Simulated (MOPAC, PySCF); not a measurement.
CH$_{5}$BN$_{2}$, SMILES `C=NBN` (C–N–B–N torsion -91°, N–B–N–H torsion -173°), neutral singlet in the gas phase. 

Z-matrix (Å, degrees):
```
B
N 1 1.4036
H 2 1.0042 1 122.34
H 2 1.0062 3 114.12 1 -175.42
N 1 1.4197 2 121.82 3 -172.81
C 5 1.2503 1 138.85 2 -90.81
H 6 1.0943 5 120.82 1 -179.30
H 6 1.0987 7 115.60 5 -179.87
H 1 1.1948 2 119.48 3 2.66
```
Charge 0, spin multiplicity 1.

All levels are single points at this geometry (B3LYP-D3(BJ)/def2-TZVP); Pople sets use spherical d functions. Orbital energies aren't observables, and empty levels follow the basis.

PBE-D3(BJ)/def2-TZVP in PySCF gives dipole (D) = 1.73.

Problem. Estimate the dipole (D) from each of these levels: B3LYP-D3(BJ)/def2-TZVP in PySCF; SVWN5/6-31G* in PySCF; HF/STO-3G in PySCF; AM1 in MOPAC; PM7 in MOPAC.

Solution. 
```
level                            dipole (D)
-------------------------------  ----------
B3LYP-D3(BJ)/def2-TZVP in PySCF        1.72
SVWN5/6-31G* in PySCF                  1.89
HF/STO-3G in PySCF                     1.62
AM1 in MOPAC                           1.62
PM7 in MOPAC                           2.02
```
